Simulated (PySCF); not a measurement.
# Two probes of the same atoms: core binding energy and nuclear shielding

Compound: C3H5FSSi.
Bonds: F1–C2, C2–Si3, Si3–C4, C4–C5 (double), C5–S6 (double). Hydrogens: H7, H8 on C2; H9, H10 on Si3; H11 on C4.

Binding energies: PySCF 2.14.0, delta-SCF UKS SCAN, pcX-2 on the ionised atom, pcseg-1 elsewhere, spin-free X2C. Shieldings: GIAO PBE0/pcSseg-1, non-relativistic, same geometry.

```json
{"atom": "C2", "C 1s (eV)": "292.56"}
{"atom": "C4", "C 1s (eV)": "290.12"}
{"atom": "C5", "C 1s (eV)": "292.15"}
```

What are the absolute isotropic shieldings of these atoms?

```csv
atom,environment,C 1s (eV),isotropic shielding (ppm)
C4,outer carbon of cumulated double bonds,290.12,147.2
C5,central carbon of cumulated double bonds,292.15,-52.1
C2,sp3 C–F carbon,292.56,107.7
```

Among the listed atoms, is the one with the highest binding energy also the least shielded?

No. The highest binding energy is at C2 (292.56 eV, shielding 107.7 ppm), the lowest shielding at C5 (-52.1 ppm, 292.15 eV).

By binding energy: C4 < C5 < C2. By shielding: C5 < C2 < C4.

The unrestricted hole states depart most from a pure doublet (⟨S²⟩ = 0.75; over 0.85 named) for C 1s of C5 (0.92), which makes this value less certain. The structure is a single GFN2-xTB conformer in the gas phase; no vibrational or solvent corrections.

Shape of the structure used: `[F:1][CH2:2][SiH2:3][CH:4]=[C:5]=[S:6]`: F1–C2–Si3–C4 55°, C2–Si3–C4–C5 158°.
